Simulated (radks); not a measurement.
Effect of the nuclear size on the terbium ion Tb2+, [Xe] 4f9. Calculated with a radial shooting solver on a logarithmic mesh with Libxc functionals: Dirac Kohn-Sham, PBE, spin-unpolarised, spherical densities, finite nucleus; open shells are shared between the two j in proportion to 2j + 1; Fermi nuclear charge, rms radius 5.06 fm. The rms radius is varied about that value; shifts are against it.

| rms radius (fm) | total energy shift (eV) | density at nucleus (e/bohr^3) | 1s1/2 shift (meV) | 2s1/2 shift (meV) | 4p1/2 shift (meV) | 5s1/2 shift (meV) | 5p1/2 shift (meV) | 4f7/2 shift (meV) | 6s1/2 (empty) shift (meV) |
|---|---|---|---|---|---|---|---|---|---|
| 4.2555 | -6.62 | 7.187e+05 | -2720 | -354 | 0.217 | -2.88 | 0.070 | 0.292 | -0.410 |
| 4.6603 | -3.39 | 7.017e+05 | -1400 | -182 | 0.111 | -1.48 | 0.036 | 0.149 | -0.210 |
| 5.06 | 0 | 6.867e+05 | 0.000 | 0.000 | 0.000 | 0.000 | 0.000 | 0.000 | 0.000 |
| 5.5103 | 4.07 | 6.714e+05 | 1670 | 218 | -0.132 | 1.77 | -0.043 | -0.179 | 0.252 |
| 5.6267 | 5.16 | 6.678e+05 | 2120 | 276 | -0.168 | 2.24 | -0.055 | -0.227 | 0.320 |

Slopes of the eigenvalues against <r^2> in GHz/fm^2, as finite differences over the two radii next to the reference (eigenvalue slopes, not the field-shift constants of lines): 1s1/2 85900, 2s1/2 11200, 4p1/2 -6.80, 5s1/2 90.7, 5p1/2 -2.22, 4f7/2 -9.19, 6s1/2 (empty) 12.9.
